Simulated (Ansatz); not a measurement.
Saddle point of C2H7Zn, doublet (CH₄Zn ([CH3][ZnH]) + CH₃ → C₂H₅Zn ([CH2][Zn][CH3]) + H₂; bonds formed: H1–H5, Zn3–C4; bonds broken: H1–C2, Zn3–H5), PBE0-D4/def2-TZVP structure:

```csv
atom,x (Å),y (Å),z (Å)
H1,2.1283,-0.0147,-0.7386
C2,0.9636,0.4612,-1.2775
Zn3,-0.4095,0.0656,0.0168
C4,-1.7627,-0.3486,1.3400
H5,2.9756,-0.2842,-0.5016
H6,0.9644,-0.0817,-2.2243
H7,1.2483,1.5024,-1.4393
H8,-1.9994,-1.4158,1.3363
H9,-2.6870,0.2006,1.1438
H10,-1.4217,-0.0848,2.3445
```

Energies are electronic, without zero-point energy. Barriers and step energies count from the start structure reached by relaxing down the imaginary mode; all methods use the PBE0-D4 structures, on which another method's saddle can fall below an end. Program: Ansatz 0.2.0. Basis: def2-TZVPP, with def2-QZVPP for the basis limit. Cores are frozen in the correlated methods; orbitals are unrestricted. The 3s and 3p shells of Cu and Zn are frozen; filled d shells are correlated. B3LYP uses VWN-RPA correlation. Extrapolation: Hartree–Fock as exp(−7.88 √X), correlation as X^−2.97.

```tsv
method	barrier (kJ/mol)	step energy (kJ/mol)
SPW92	?	49.5
PBE-D4	?	33.9
BLYP-D4	65.2	31.9
r2SCAN-D4	74.0	35.5
B97M-V	83.3	43.3
PBE0-D4	69.5	33.7
B3LYP-D4	74.4	32.6
r2SCAN0-D4	80.9	35.4
BHLYP-D4	90.7	34.8
CAM-B3LYP-D4	77.8	32.3
wB97X-V	80.9	29.9
wB97M-V	82.5	30.5
B2PLYP	75.6	25.7
PBE-QIDH	77.4	28.4
RPA on PBE	80.8	21.1
HF	?	32.7
MP2	76.1	17.7
CCSD	90.0	26.3
CCSD(T)	83.0	25.3
```

(1) Fill in the withheld barriers. (An estimate is asked for; the value comes from the calculation.)

No T1 diagnostic of these runs exceeds 0.016. ⟨S²⟩ of the unrestricted Hartree–Fock references: 0.76 to 0.79 (a pure state has 0.75).

Answers

(1) By the calculation: PBE-D4 57.5; HF 131.4; SPW92 40.7 kJ/mol. Each is the energy of the saddle less that of the start structure, by the same method.

For comparison, the barrier by CCSD(T) at an estimated basis limit (MP2 extrapolated from triple and quadruple zeta, plus CCSD(T) − MP2 in triple zeta) is 80.0 kJ/mol.

Labels in which every atom is bracketed show which atoms are joined, not bond orders.

For scale, one of the runs: CCSD(T)/def2-TZVPP, 224 basis functions, launched by `ansatz run in.yaml --threads 8 --pin off --events-out ev --progress --plain --max-ram 19148MiB`. Hardware: 8 CPU threads of an Arm Neoverse V1, shared host. Wall time 3.3 min; peak host memory 9.6 GiB.
